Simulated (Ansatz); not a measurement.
Reaction (substitution at a C–C bond): `COCCF` + H₂Se → `COC[SeH]` + `CF`

Program: Ansatz. Geometries: PBE0-D4/def2-TZVP. ΔE: electronic, gas phase. CBS: MP2 limit from def2 TZ/QZ plus the TZ coupled-cluster correction, frozen cores. This one scheme is used for every species. DFT in def2-TZVPP. For Se outer-core shells are correlated without core-valence functions, which leaves a few kJ/mol of doubt a bond. Scalar relativity is left out up to krypton. Each species was taken in one conformer, which may not be the lowest.

CCSD(T)/CBS gives +11.9 kJ/mol.

(1) Another level gave +11.7 kJ/mol. Which?
A. B2PLYP/def2-TZVPP
B. ωB97M-V/def2-TZVPP
C. HF/def2-TZVPP
D. PBE-D4/def2-TZVPP

Largest T1 diagnostic among the species: 0.011.

Results:

(1) A. B2PLYP 11.7, ωB97M-V 17.1, PBE-D4 6.7, HF/def2-TZVPP 23.6 kJ/mol.

From PBE to PBE0 (25 % exact exchange), in def2-TZVPP and without D4, ΔE moves by +5.2 kJ/mol. In def2-TZVPP, CCSD(T) changes the Hartree–Fock value by −10.2 kJ/mol (the triples alone add −2.9 kJ/mol) and MP2 by −15.5 kJ/mol.

CCSD(T)/CBS has its own doubt, a few kJ/mol and more with outer-core shells, so smaller differences from it don't rank the levels.
